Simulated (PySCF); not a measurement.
**S³⁺ (sulfur, charge +3): UHF calculation**

Configuration: [Ne] 3s2 3p1, 2P determinant. Computed with PySCF 2.14 in aug-cc-pV(D+d)Z, with the non-relativistic Hamiltonian (point nucleus).

| Property | Result |
| --- | --- |
| Total energy | -395.069850 hartree |
| One-electron energy | -526.4400 hartree |
| Hartree (Coulomb) energy | 155.3378 hartree |
| Exchange energy | -23.9676 hartree |
| Kinetic energy | 394.55999 hartree |
| ⟨S²⟩ | 0.7606 |
| ⟨L²⟩ | 2.032 |
| Sum of ⟨r⟩ | 8.554 bohr |
| Sum of ⟨r²⟩ | 10.69 bohr² |
| Traceless quadrupole moment −½Σ⟨3z² − r²⟩ along its main axis | -1.32 e·bohr² |
| Density at the nucleus (Gaussians lack the cusp) | 2600 bohr⁻³ |
| Spin density at the nucleus | 0.134 bohr⁻³ |
| Langevin diamagnetic susceptibility | -8.47 ×10⁻⁶ cm³/mol |

```tsv
shell	electrons	mean orbital energy (hartree)	spread (hartree)	rms radius, mean of both spins (bohr)
1s α	1	-93.63411	0	0.113
1s β	1	-93.62138	0	0.113
2s α	1	-10.56126	0	0.517
2s β	1	-10.54799	0	0.517
2p α	3	-8.24093	0.02150	0.491
2p β	3	-8.21758	0.03029	0.491
3s α	1	-2.18028	0	1.65
3s β	1	-2.05111	0	1.65
3p α	1	-1.72803	0	1.80
```

Spin-orbit constants ζ (cm⁻¹) from the X2C one-electron operator on these orbitals (non-relativistic here): bare nucleus, nucleus screened by l(l+1)(2l+1)/3 electrons, and screened by the Breit-Pauli mean field of the electrons.

```json
{"shell": "2p", "bare": "7372", "screened nucleus": "6450", "mean field": "6027"}
{"shell": "3p", "bare": "679.2", "screened nucleus": "594.3", "mean field": "548.6"}
```

To first order the Landé constant is A = 548.6 cm⁻¹, so the lowest level has J = 1/2 and lies 0.0680 eV below the centre of the term.
